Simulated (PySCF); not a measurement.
C8H6N2, SMILES n1c2c(cccc2)ncc1. Heavy atoms are numbered as in [cH:1]1[cH:2][cH:3][c:4]2[n:5][cH:6][cH:7][n:8][c:9]2[cH:10]1. Hydrogens are named by the atom that carries them.

The structure is a stationary point at B3LYP-D3(BJ)/def2-SVP.

Level of theory: HF/pcSseg-1 (PySCF).

GIAO shieldings, no solvent; atoms alike by connectivity are averaged. δ = σ(ref) − σ: ¹³C against TMS (σ = 192.6 ppm); ¹⁵N against NH3 (σ = 267.3 ppm); ¹H against TMS (σ = 31.99 ppm), references at their B3LYP-D3(BJ)/def2-TZVP geometries, non-relativistic.

```tsv
atoms	nucleus	count	δ (ppm)
C6 (CH)	¹³C	2	(withheld)
C4	¹³C	2	(withheld)
C3 (CH)	¹³C	2	139.7
C1 (CH)	¹³C	2	(withheld)
N5	¹⁵N	2	400.6
H on C6	¹H	2	(withheld)
H on C3	¹H	2	9.00
H on C1	¹H	2	8.31
```

What belongs in the gaps? (The exact figures need the calculation; the answer reports its results.)


- H on C6, δ (ppm): 9.32
- C4, δ (ppm): 152.9
- C1 (CH), δ (ppm): 138.4
- C6 (CH), δ (ppm): 154.8
